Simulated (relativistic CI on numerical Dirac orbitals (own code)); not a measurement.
Method of calculation: Dirac-Coulomb-Breit CI, orbitals from a KLI potential per configuration, QED by a radiative potential, unscaled Slater integrals (own radial code, finite nucleus).

The strongest absorption lines from the ground level of an ion, among the configurations computed and to levels below about 380 eV (vacuum wavelength in nm, gf): 3.2779 (0.27), 4.0274 (0.52), 4.0985 (0.14), 4.2655 (1.3), 22.637 (0.1), 22.915 (0.16), 24.399 (0.12), 31.114 (0.14).

**Question.** Which ion is it?
A. P XI
B. K XV
C. P XIII
D. Na VII

**Answer.** A. P XI has 5 electrons and the ground level 2s2.2p 2P°_1/2; the strongest line goes to 2s2.3d 2D_3/2. The pattern of lines fixes the number of electrons, and along that sequence the line energies rise steadily with the charge (about as its square where n changes within one kind of shell, about linearly where n is kept but much faster in heavy ions where fine structure, which grows about as Z⁴, sets the gap, and irregularly where shells cross), which fixes Z. Configurations outside the model, such as inner-shell arrays, can give stronger lines. At this charge energies of transitions that change n are usually good to better than 1 %, and those within a shell (Δn = 0) to a few per cent.
